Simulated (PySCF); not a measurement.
A structure optimised at B3LYP-D3(BJ)/def2-SVP, used in a PySCF frequency run:

```xyz
9

C      1.0793     1.7147     0.0000
C      0.0157     0.9214     0.0000
F     -1.2374     1.3809     0.0000
C      0.0438    -0.5885     0.0000
F     -0.5803    -1.0768     1.0809
F     -0.5803    -1.0768    -1.0809
F      1.3016    -1.0461     0.0000
H      2.0798     1.2851     0.0000
H      0.9564     2.7990     0.0000
```
Charge 0, spin multiplicity 1.

**Question.** Write its SMILES, formula and point group.

**Answer.** C=C(F)C(F)(F)F, C3H2F4, Cs

**Question.** What are its rotational constants (standard atomic weights)?

**Answer.** 3.6936, 2.4628, 1.9956 GHz
